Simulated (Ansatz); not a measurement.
The molecule LaO+, closed-shell singlet (lowest of 2S+1 = 1, 3 at CCSD(T)/def2-TZVPP on PBE0 minima; our sources give no spin for the ground state, which may be another). No spin–orbit coupling.

The constants come from a fifth-degree fit in 1/R (seven points, main isotopes). Runs in def2 and cc sets follow the lowest solution found near the PBE0 minimum. The singlet is held restricted. HF and MP2 rows in def2 and cc sets belong to the determinant that coupled cluster picked by its CCSD energy.

Correlated levels freeze the inner cores; with def2 sets outer-core shells near the valence are correlated too. CBS(a, b) extrapolates the correlation energy as X⁻³ and adds the Hartree–Fock energy of set b.

Programs: Ansatz (Gaussian basis) for Hartree–Fock, density functionals and correlated methods. Each number belongs to the level named beside it. In def2 rows elements past Kr take small-core potentials, without spin–orbit coupling.

```
level                                r_e (Å)  ω_e (cm⁻¹)  ω_e x_e (cm⁻¹)
-----------------------------------  -------  ----------  --------------
B3LYP/def2-TZVPP                       1.867         867             2.2
CAM-B3LYP/def2-TZVPP                   1.852         [?]             2.1
B2PLYP/def2-TZVPP                      1.881         827             2.7
MP2/def2-TZVPP                         1.884         824             2.8
MP2/CBS(def2-TZVPP, def2-QZVPP)        1.861         833             2.6
SCS-MP2/def2-QZVPP                     1.861         838             2.5
CCSD(T)/def2-QZVPP                     1.851         852             2.4
CCSD(T)/CBS(def2-TZVPP, def2-QZVPP)      [?]         [?]             2.4
```

Question: Complete the blanks.

Answer: 
- CCSD(T)/CBS(def2-TZVPP, def2-QZVPP), r_e (Å): 1.847
- CCSD(T)/CBS(def2-TZVPP, def2-QZVPP), ω_e (cm⁻¹): 857
- CAM-B3LYP/def2-TZVPP, ω_e (cm⁻¹): 897

Ansatz is a quantum-chemistry and plane-wave program.
